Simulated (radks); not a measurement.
Valence configurations of the platinum ion Pt+ (all share [Xe]). All-electron calculation, non-relativistic Kohn-Sham, PBE, spin-unpolarised, spherical densities, point nucleus; relativity is left out, which matters for an element this heavy. Program: a radial shooting solver on a logarithmic mesh with Libxc functionals. Order these by energy: 4f14 5d4 6s2 6p3; 4f14 5d7 6s1 6p1; 4f13.5 5d9 6p0.5; 4f13 5d9 6p1; 4f14 5d8 6p1; 4f13 5d10; 4f14 5d6 6s2 6p1; 4f14 5d8.5 6s0.5; 4f14 5d9; 4f13 5d9 6s1.

Answer. From the lowest, in eV above it: 4f14 5d9 0.000; 4f14 5d8.5 6s0.5 2.370; 4f14 5d8 6p1 9.926; 4f14 5d7 6s1 6p1 17.288; 4f14 5d6 6s2 6p1 26.525; 4f13.5 5d9 6p0.5 43.709; 4f14 5d4 6s2 6p3 64.104; 4f13 5d10 80.239; 4f13 5d9 6s1 86.514; 4f13 5d9 6p1 91.345. NIST lists [Xe] 4f14 5d9 as the ground configuration; this level of theory agrees among the configurations tried. The energies are those of spherical spin-averaged densities, not of single terms. Relativity is left out, which favours d and f over s occupation in heavy atoms.
